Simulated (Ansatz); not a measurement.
Frontier orbitals of `CC(C)[O][GeH3]`.

Cartesian coordinates in Å:
```
C 0.957 -0.576 0.983
C 0.433 0.270 -0.163
C 1.372 0.260 -1.350
O -0.823 -0.204 -0.620
Ge -2.291 0.081 0.341
H 0.285 -0.544 1.844
H 1.055 -1.617 0.665
H 1.936 -0.219 1.312
H 0.325 1.309 0.188
H 0.971 0.872 -2.159
H 1.494 -0.761 -1.721
H 2.355 0.648 -1.072
H -3.447 -0.162 -0.635
H -2.365 -0.891 1.534
H -2.258 1.535 0.855
```

The species carries charge 0 and has multiplicity 1. Correlated methods include outer-core shells of Ge, which these sets cover unevenly. Scalar relativity is left out up to krypton. All single points use the PBE0-D4/def2-TZVP geometry. It is one conformer, not always the lowest. Basis def2-TZVPP, Ansatz 0.2.0.

Orbital energies of one run (eV). Highest occupied ones, from the top: -6.65, -7.41, -8.55, -8.81, -9.06, -9.48, -9.73, -9.85, -11.04, -11.53, -12.07, -14.17, -15.38, -18.21. Empty: -0.29, 0.29, 0.91, 1.12, 1.34, 1.84.

Problem. Which functional gave them?
A. B3LYP
B. B97M-V
C. r2SCAN0
D. ωB97M-V

Solution. B. HOMO energies: B97M-V -6.65, ωB97M-V -10.03, r2SCAN0 -7.88, B3LYP -7.43 eV.

B3LYP here is the variant with VWN-RPA as its local correlation; programs differ in this.
